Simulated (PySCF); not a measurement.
# The second ionisation energy along group 13

Calculated with PySCF 2.14 from differences of total energies of unrestricted determinants, without spin-orbit coupling. Values in eV. The last column holds reference values (NIST; (s) semi-empirical, (t) theoretical, else measured). Unmarked ones compare directly (S terms, centres of terms, or small fine structure); those marked * lie between the lowest fine-structure levels and include a spin-orbit shift.

| element | configurations | MP2 (valence and next inner shell) | CCSD(T) (valence and next inner shell) | MP2 (valence) | SCS-MP2 (valence) | CCSD (valence) | CCSD(T) (valence) | reference |
| --- | --- | --- | --- | --- | --- | --- | --- | --- |
| B (x2c-TZVPPall, spin-free X2C) | [He] 2s2 → [He] 2s1 | 24.424 | 25.060 | 24.412 | 24.604 | 25.065 | 25.065 | 25.155 |
| Al (x2c-TZVPPall, spin-free X2C) | [Ne] 3s2 → [Ne] 3s1 | 18.492 | 18.749 | 18.307 | 18.456 | 18.625 | 18.625 | 18.829 |
| Ga (x2c-TZVPPall, spin-free X2C) | [Ar] 3d10 4s2 → [Ar] 3d10 4s1 | 19.950 | 20.170 | 19.452 | 19.594 | 19.738 | 19.738 | 20.515 |
| In (x2c-TZVPPall, spin-free X2C) | [Kr] 4d10 5s2 → [Kr] 4d10 5s1 | 18.759 | 18.719 | 17.656 | 17.781 | 17.914 | 17.914 | 18.870 |
| Tl (x2c-TZVPPall, spin-free X2C) | [Xe] 4f14 5d10 6s2 → [Xe] 4f14 5d10 6s1 | 20.400 | 20.180 | 18.923 | 19.028 | 19.115 | 19.115 | 20.428 |

**Question.** Which of these methods has the smallest mean absolute error against the measured values here?

**Answer.** CCSD(T) (valence and next inner shell), with 0.184 eV.

```json
{"method": "MP2 (valence and next inner shell)", "elements": "5", "mean error (eV)": "-0.355", "mean absolute error (eV)": "0.355", "largest error (eV)": "-0.731"}
{"method": "CCSD(T) (valence and next inner shell)", "elements": "5", "mean error (eV)": "-0.184", "mean absolute error (eV)": "0.184", "largest error (eV)": "-0.345"}
{"method": "MP2 (valence)", "elements": "5", "mean error (eV)": "-1.010", "mean absolute error (eV)": "1.010", "largest error (eV)": "-1.505"}
{"method": "SCS-MP2 (valence)", "elements": "5", "mean error (eV)": "-0.867", "mean absolute error (eV)": "0.867", "largest error (eV)": "-1.400"}
{"method": "CCSD (valence)", "elements": "5", "mean error (eV)": "-0.668", "mean absolute error (eV)": "0.668", "largest error (eV)": "-1.314"}
{"method": "CCSD(T) (valence)", "elements": "5", "mean error (eV)": "-0.668", "mean absolute error (eV)": "0.668", "largest error (eV)": "-1.314"}
```

Errors include the incompleteness of the basis and the frozen core.

"Valence" correlates the outer s and p shells and, in groups 3 to 12 and the f block, the outer d or f shell, open or full, or the next shell where the ion has no valence electron left; the wider scheme adds the next inner shell.
